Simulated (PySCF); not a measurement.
Geometry (Å), atoms numbered from 1 in this order:
```xyz
23

C    -2.4805   -1.3371    0.0659
C    -1.2629   -0.6015   -0.4442
C     0.0496   -1.3902   -0.6550
C     0.8002   -0.2288   -0.0190
C     2.1616   -0.2135    0.5867
C     1.8899    0.5604   -0.6759
C    -0.5181    0.3504    0.5292
B    -0.7209    1.9066    0.4067
O     0.0382    2.8104    1.1038
O    -1.6478    2.3975   -0.4573
H    -3.2946   -0.6343    0.3039
H    -2.8629   -2.0507   -0.6816
H    -2.2463   -1.9049    0.9820
H    -1.5204   -0.0457   -1.3598
H     0.3219   -1.6654   -1.6862
H     0.0860   -2.2947   -0.0244
H     2.3121    0.3469    1.5159
H     2.7651   -1.1237    0.5187
H     2.3058    0.1812   -1.6141
H     1.8531    1.6521   -0.6078
H    -0.6609    0.0117    1.5735
H     0.6687    2.3901    1.6949
H    -1.6497    3.3616   -0.4601
```

Isolated molecule, one computed conformer, relativity neglected, averaged over atoms made equivalent by symmetry, fast rotation or ring inversion. B97-2/pcSseg-1 with gauge-including orbitals; coordinates at the PBE0-D3(BJ)/def2-SVP level; PySCF 2.14.

Task: List the cross peaks expected in HSQC, COSY and HMBC spectra.

Result: 

HSQC (one-bond C–H):
```csv
δH,δC
2.65 (H14),28.6 (C2)
1.82 (H16),40.3 (C3)
1.77 (H15),40.3 (C3)
1.22 (H21),35.9 (C7)
1.10 (H11/H12/H13),24.0 (C1)
0.50 (H20),14.0 (C6)
0.36 (H18),12.4 (C5)
0.33 (H19),14.0 (C6)
-0.09 (H17),12.4 (C5)
```

COSY cross peaks (H two or three bonds apart, from the bond graph; peaks can be absent where the dihedral angle is near 90°):
```csv
δH,δH
2.65 (H14),1.82 (H16)
2.65 (H14),1.77 (H15)
2.65 (H14),1.22 (H21)
2.65 (H14),1.10 (H11/H12/H13)
1.82 (H16),1.77 (H15)
0.50 (H20),0.36 (H18)
0.50 (H20),0.33 (H19)
0.50 (H20),-0.09 (H17)
0.36 (H18),0.33 (H19)
0.36 (H18),-0.09 (H17)
0.33 (H19),-0.09 (H17)
```

HMBC (two and three bonds, from the bond graph):
```csv
δH,δC
2.65 (H14),"40.3 (C3), 35.9 (C7), 24.0 (C1), 16.4 (C4)"
1.82 (H16),"35.9 (C7), 28.6 (C2), 24.0 (C1), 16.4 (C4), 14.0 (C6), 12.4 (C5)"
1.77 (H15),"35.9 (C7), 28.6 (C2), 24.0 (C1), 16.4 (C4), 14.0 (C6), 12.4 (C5)"
1.22 (H21),"40.3 (C3), 28.6 (C2), 24.0 (C1), 16.4 (C4), 14.0 (C6), 12.4 (C5)"
1.10 (H11/H12/H13),"40.3 (C3), 35.9 (C7), 28.6 (C2)"
0.50 (H20),"40.3 (C3), 35.9 (C7), 16.4 (C4), 12.4 (C5)"
0.36 (H18),"40.3 (C3), 35.9 (C7), 16.4 (C4), 14.0 (C6)"
0.33 (H19),"40.3 (C3), 35.9 (C7), 16.4 (C4), 12.4 (C5)"
-0.09 (H17),"40.3 (C3), 35.9 (C7), 16.4 (C4), 14.0 (C6)"
```

δ = σ(ref) − σ, references computed at the same level: TMS for 1H (31.38 ppm) and 13C (183.69 ppm).

Short H···H contacts in this conformer between protons four or more bonds apart (candidates for NOE cross peaks, intensity ∝ r⁻⁶): H13···H21 2.56 Å, H13···H16 2.57 Å, H15···H19 2.71 Å.

OH and NH positions are those of a molecule without intermolecular hydrogen bonds; in solution they move with solvent, concentration and temperature, and exchange usually removes their couplings. A carbon bonded to boron is broadened by the quadrupolar boron nucleus and is often missing from a measured spectrum. Shifts are as computed. Against solution values, carbons near 30 ppm lie about +1 ppm off and those near 130 ppm about +2 ppm. Of 1211 compounds with measured shifts, 218 miss one by over three times the rms of a fit or turn the order of signals round; such compounds aren't used in these exercises.
